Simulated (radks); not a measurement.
Results of a calculation; reference values are marked as such.
Q: The lanthanum ion La29+, [Ar] 3d10. Code: a radial shooting solver on a logarithmic mesh with Libxc functionals. Model: non-relativistic Kohn-Sham, exchange-only PBE, spin-polarised, spherical densities, point nucleus. Every spin shell is full or empty, so the densities are truly spherical. Functionals are evaluated on that one density, not self-consistently. Rank these exchange functionals by their error against the exact value of the orbitals, and give that value: LDA, B88, PBE, PBEsol, PW91, WC, AM05, G96, APBE, TPSS, SCAN.

A: Exact: -162.288 hartree. From best to worst, with 100 (|E| - |E exact|)/|E exact| (equal figures are ties): APBE +0.06, SCAN +0.06, G96 +0.16, B88 -0.20, PW91 -0.30, TPSS -0.48, PBE -0.71, WC -1.21, PBEsol -2.65, AM05 -4.99, LDA -5.50.
